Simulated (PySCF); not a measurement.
H3FGeSi, singlet, at a GFN2-xTB geometry; PySCF with CASSCF(6,5)/6-31G*.

PySCF was given this input:
```python
from pyscf import gto, scf, mcscf
import numpy

mol = gto.M(
    atom='''
Ge    0.16633937    0.36113885    0.67655962
F     0.60379487    1.51425813   -0.67652406
Si   -0.60101485   -1.40366849   -0.85498219
H     0.50283748   -2.11403159   -1.52344522
H    -1.50138447   -0.96097249   -1.92895826
H    -1.34425858   -2.45840354   -0.13903691
''',
    basis='6-31g*',
    verbose=4,
)

mf = scf.RHF(mol)
mf.kernel()
mc = mcscf.CASSCF(mf, 5, 6)
mc.fix_spin_(ss=0.0)
mc.kernel()
occ = numpy.linalg.eigvalsh(mc.fcisolver.make_rdm1(mc.ci, mc.ncas, mc.nelecas))[::-1]
ss = mc.fcisolver.spin_square(mc.ci, mc.ncas, mc.nelecas)[0]
print('natural occupations', occ.round(4), ' <S^2>', round(ss, 4))
```

The log (banner, timings and long lists left out):

```
PySCF version 2.14.0

[INPUT] verbose = 4
[INPUT] num. atoms = 6
[INPUT] num. electrons = 58
[INPUT] charge = 0
[INPUT] spin (= nelec alpha-beta = 2S) = 0
[INPUT] symmetry False subgroup None
[INPUT] Mole.unit = angstrom
[INPUT] Symbol           X                Y                Z      unit          X                Y                Z       unit  Magmom
[...]
nuclear repulsion = 235.455255502184
number of shells = 32
number of NR pGTOs = 185
number of NR cGTOs = 70
basis = 6-31g*
ecp = {}

******** <class 'pyscf.scf.hf.RHF'> ********
method = RHF
initial guess = minao
damping factor = 0
level_shift factor = 0
DIIS = <class 'pyscf.scf.diis.CDIIS'>
diis_start_cycle = 1
diis_space = 8
diis_damp = 0
SCF conv_tol = 1e-09
SCF conv_tol_grad = None
SCF max_cycles = 50
direct_scf = True
direct_scf_tol = 1e-13
Set gradient conv threshold to 3.16228e-05
Initial guess from minao.
init E= -2464.11523088449
[...]
cycle= 1 E= -2465.08218275579  delta_E= -0.967  |g|= 0.596  |ddm|= 2.11
[...]
cycle= 2 E= -2465.13622328966  delta_E= -0.054  |g|= 0.46  |ddm|= 0.861
[...]
cycle= 3 E= -2465.1705265195  delta_E= -0.0343  |g|= 0.0417  |ddm|= 0.288
[...]
cycle= 4 E= -2465.17199609968  delta_E= -0.00147  |g|= 0.0112  |ddm|= 0.123
[...]
cycle= 5 E= -2465.1721165054  delta_E= -0.00012  |g|= 0.00369  |ddm|= 0.0404
[...]
cycle= 6 E= -2465.17212589505  delta_E= -9.39e-06  |g|= 0.00155  |ddm|= 0.0104
[...]
cycle= 7 E= -2465.17212787487  delta_E= -1.98e-06  |g|= 0.000398  |ddm|= 0.00547
[...]
cycle= 8 E= -2465.17212805237  delta_E= -1.78e-07  |g|= 0.000113  |ddm|= 0.00156
[...]
cycle= 9 E= -2465.17212806699  delta_E= -1.46e-08  |g|= 2.72e-05  |ddm|= 0.00041
[...]
cycle= 10 E= -2465.1721280679  delta_E= -9.08e-10  |g|= 7.63e-06  |ddm|= 0.000107
[...]
Extra cycle  E= -2465.17212806795  delta_E= -5.59e-11  |g|= 3.75e-06  |ddm|= 1.91e-05
converged SCF energy = -2465.17212806795

******** <class 'pyscf.mcscf.mc1step.CASSCF'> ********
CAS (3e+3e, 5o), ncore = 26, nvir = 39
max_cycle_macro = 50
max_cycle_micro = 4
conv_tol = 1e-07
conv_tol_grad = None
orbital rotation max_stepsize = 0.02
orbital rotation threshold for CI restart = 0.01
augmented hessian ah_max_cycle = 30
augmented hessian ah_conv_tol = 1e-12
augmented hessian ah_linear dependence = 1e-14
augmented hessian ah_level shift = 1e-08
augmented hessian ah_start_tol = 2.5
augmented hessian ah_start_cycle = 3
augmented hessian ah_grad_trust_region = 3
kf_trust_region = 3
kf_interval = 4
ci_response_space = 4
ci_grad_trust_region = 3
with_dep4 0
natorb = False
canonicalization = True
sorting_mo_energy = False
ao2mo_level = 2
internal_rotation = False
******** <class 'pyscf.fci.addons.SpinPenaltyFCISolver'> ********
max. cycles = 50
conv_tol = 1e-08
davidson only = True
linear dependence = 1e-12
level shift = 0.001
max iter space = 12
nroots = 1
pspace_size = 400
spin = None
CASCI E = -2465.17507438212  S^2 = 0.0000000
Set conv_tol_grad to 0.000316228
macro iter   1 ( 21 JK    4 micro), CASSCF E = -2465.18259132733  dE = -7.51694521e-03  S^2 = 0.0000000
               |grad[o]|=0.00764  |grad[c]|=0.0229  |ddm|=0.0413  |maxRot[o]|=0.181
macro iter   2 ( 21 JK    4 micro), CASSCF E = -2465.19334259322  dE = -1.07512659e-02  S^2 = 0.0000000
               |grad[o]|=0.0168  |grad[c]|=0.0346  |ddm|=0.0209  |maxRot[o]|=0.148
macro iter   3 ( 12 JK    3 micro), CASSCF E = -2465.19652257383  dE = -3.17998061e-03  S^2 = 0.0000000
               |grad[o]|=0.0146  |grad[c]|=0.00847  |ddm|=0.00884  |maxRot[o]|=0.0984
macro iter   4 ( 12 JK    3 micro), CASSCF E = -2465.19728347518  dE = -7.60901347e-04  S^2 = 0.0000000
               |grad[o]|=0.00805  |grad[c]|=0.00187  |ddm|=0.00864  |maxRot[o]|= 0.13
macro iter   5 (  7 JK    2 micro), CASSCF E = -2465.19749077346  dE = -2.07298282e-04  S^2 = 0.0000000
               |grad[o]|=0.00532  |grad[c]|=0.00366  |ddm|=0.00329  |maxRot[o]|=0.0682
macro iter   6 (  7 JK    2 micro), CASSCF E = -2465.19764170280  dE = -1.50929339e-04  S^2 = 0.0000000
[...]
macro iter  32 ( 21 JK    4 micro), CASSCF E = -2465.21005207829  dE = -6.54894807e-05  S^2 = 0.0000000
               |grad[o]|=0.0057  |grad[c]|=0.012  |ddm|=0.00454  |maxRot[o]|=0.0136
macro iter  33 ( 21 JK    4 micro), CASSCF E = -2465.21008906554  dE = -3.69872432e-05  S^2 = 0.0000000
               |grad[o]|=0.00544  |grad[c]|=0.012  |ddm|=0.00446  |maxRot[o]|=0.00902
macro iter  34 ( 21 JK    4 micro), CASSCF E = -2465.21011998415  dE = -3.09186075e-05  S^2 = 0.0000000
               |grad[o]|=0.00527  |grad[c]|=0.012  |ddm|=0.0046  |maxRot[o]|=0.00621
macro iter  35 ( 21 JK    4 micro), CASSCF E = -2465.21013982342  dE = -1.98392777e-05  S^2 = 0.0000000
               |grad[o]|=0.00515  |grad[c]|=0.012  |ddm|=0.00453  |maxRot[o]|=0.00487
macro iter  36 ( 21 JK    4 micro), CASSCF E = -2465.21016012802  dE = -2.03045961e-05  S^2 = 0.0000000
               |grad[o]|=0.00505  |grad[c]|=0.012  |ddm|=0.0046  |maxRot[o]|=0.00863
macro iter  37 ( 21 JK    4 micro), CASSCF E = -2465.21017571042  dE = -1.55823991e-05  S^2 = 0.0000000
               |grad[o]|=0.00497  |grad[c]|=0.012  |ddm|=0.00456  |maxRot[o]|=0.0108
macro iter  38 ( 21 JK    4 micro), CASSCF E = -2465.21019062041  dE = -1.49099892e-05  S^2 = 0.0000000
               |grad[o]|=0.00491  |grad[c]|=0.012  |ddm|=0.00459  |maxRot[o]|=0.0118
macro iter  39 ( 21 JK    4 micro), CASSCF E = -2465.21020272196  dE = -1.21015478e-05  S^2 = 0.0000000
               |grad[o]|=0.00484  |grad[c]|=0.0119  |ddm|=0.00456  |maxRot[o]|=0.0132
macro iter  40 ( 21 JK    4 micro), CASSCF E = -2465.21021348164  dE = -1.07596879e-05  S^2 = 0.0000000
               |grad[o]|=0.00479  |grad[c]|=0.0119  |ddm|=0.00456  |maxRot[o]|=0.0129
macro iter  41 ( 21 JK    4 micro), CASSCF E = -2465.21022180927  dE = -8.32762635e-06  S^2 = 0.0000000
               |grad[o]|=0.00475  |grad[c]|=0.0119  |ddm|=0.00456  |maxRot[o]|=0.0139
macro iter  42 ( 21 JK    4 micro), CASSCF E = -2465.21022887485  dE = -7.06558285e-06  S^2 = 0.0000000
               |grad[o]|=0.00471  |grad[c]|=0.0119  |ddm|=0.00455  |maxRot[o]|=0.0131
macro iter  43 ( 21 JK    4 micro), CASSCF E = -2465.21023411203  dE = -5.23717972e-06  S^2 = 0.0000000
               |grad[o]|=0.00469  |grad[c]|=0.0119  |ddm|=0.00454  |maxRot[o]|=0.0137
macro iter  44 ( 21 JK    4 micro), CASSCF E = -2465.21023859988  dE = -4.48784340e-06  S^2 = 0.0000000
               |grad[o]|=0.00467  |grad[c]|=0.0119  |ddm|=0.00453  |maxRot[o]|=0.0132
macro iter  45 ( 21 JK    4 micro), CASSCF E = -2465.21024147898  dE = -2.87910234e-06  S^2 = 0.0000000
               |grad[o]|=0.00466  |grad[c]|=0.0119  |ddm|=0.00452  |maxRot[o]|=0.0134
macro iter  46 ( 21 JK    4 micro), CASSCF E = -2465.21024380916  dE = -2.33017818e-06  S^2 = 0.0000000
               |grad[o]|=0.00466  |grad[c]|=0.0119  |ddm|=0.00451  |maxRot[o]|=0.0132
macro iter  47 ( 21 JK    4 micro), CASSCF E = -2465.21024482554  dE = -1.01638580e-06  S^2 = 0.0000000
               |grad[o]|=0.00465  |grad[c]|=0.0119  |ddm|=0.0045  |maxRot[o]|=0.0133
macro iter  48 ( 21 JK    4 micro), CASSCF E = -2465.21024526150  dE = -4.35954007e-07  S^2 = 0.0000000
               |grad[o]|=0.00465  |grad[c]|=0.0119  |ddm|=0.00449  |maxRot[o]|=0.0132
macro iter  49 ( 21 JK    4 micro), CASSCF E = -2465.21024465823  dE =  6.03268290e-07  S^2 = 0.0000000
               |grad[o]|=0.00466  |grad[c]|=0.0119  |ddm|=0.00447  |maxRot[o]|=0.0132
macro iter  50 ( 17 JK    4 micro), CASSCF E = -2465.21053639597  dE = -2.91737743e-04  S^2 = 0.0000000
               |grad[o]|=0.00466  |grad[c]|=0.00729  |ddm|=0.00393  |maxRot[o]|=0.0689
1-step CASSCF not converged,  50 macro (783 JK 165 micro) steps
CASSCF canonicalization
Density matrix diagonal elements [1.99784798 1.97491066 1.942477   0.06262388 0.02214048]
CASSCF energy = -2465.21053639597
CASCI E = -2465.21053639597  E(CI) = -11.3270170918681  S^2 = 0.0000000
natural occupations [1.9991 1.9802 1.9368 0.0626 0.0212]  <S^2> 0.0
```

Convergence was not reached.
